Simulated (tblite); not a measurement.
Calculated harmonic vibrations of the isolated species, GFN2-xTB (tblite), most abundant isotopes, no scaling. This tight-binding method is rough: wavenumbers can miss measured ones by several per cent, in bad cases by 10 to 20. Modes of hydrogen on silicon can be 10 to 20 % off. One conformer each. Thermal functions are those of the rigid rotor and harmonic oscillator, without mixing of conformers.

Question: Order these by their zero-point energy, highest first (kJ/mol).
A. `[SiH3]OCC1CC1`
B. `CO[SiH]1CCC1`
C. `N#CC1=COC=P1`
D. `CO[C@H]1CC[SiH2]1`
E. `CNP(C)C1CC1`
F. `O[SiH]1CCCC1`

Answer: E (423.9), F (349.2), B (345.8), D (337.3), A (333.1), C (135.3).

```csv
SMILES,atoms,mass (u),symmetry number,modes under 300 cm⁻¹,ZPE (kJ/mol),S translation (J/(mol K)),S rotation,S vibration,S,Cp
CNP(C)C1CC1,19,117.07,1,8,423.9,179.0,125.0,189.4,493.4,227.1
O[SiH]1CCCC1,16,102.05,1,5,349.2,177.3,120.1,131.1,428.4,192.3
CO[SiH]1CCC1,16,102.05,1,6,345.8,177.3,120.4,152.9,450.6,190.7
CO[C@H]1CC[SiH2]1,16,102.05,1,5,337.3,177.3,120.8,142.0,440.1,194.0
[SiH3]OCC1CC1,16,102.05,1,5,333.1,177.3,121.6,159.1,457.9,195.7
N#Cc1cocp1,9,110.99,1,2,135.3,178.3,122.0,85.6,385.9,132.9
```

Entropies and Cp are for 500 K and 1 bar.
